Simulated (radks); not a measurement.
S, configuration [He] 2s2 2p4 3s2 3p6 (not the ground configuration). All-electron calculation, Dirac Kohn-Sham, BLYP, spin-unpolarised, spherical densities, point nucleus; open shells fill j = l - 1/2 first. Program: a radial shooting solver on a logarithmic mesh with Libxc functionals. Some entries of the table are withheld. Estimate them.

orbital,occ.,eigenvalue (hartree),r(max) (bohr),<r> (bohr)
1s1/2,2,-91.07110,0.06327,0.09677
2s1/2,2,-9.29489,(1),0.4590
2p1/2,2,(2),0.3116,0.4129
2p3/2,2,(3),0.3132,0.4149
3s1/2,2,-0.79434,1.265,1.506
3p1/2,2,-0.37123,1.350,(4)
3p3/2,4,-0.36640,1.356,(5)

Answer. 
(1) 2s1/2 r(max) (bohr): 0.3784
(2) 2p1/2 eigenvalue (hartree): -7.45683
(3) 2p3/2 eigenvalue (hartree): -7.40390
(4) 3p1/2 <r> (bohr): 1.725
(5) 3p3/2 <r> (bohr): 1.733
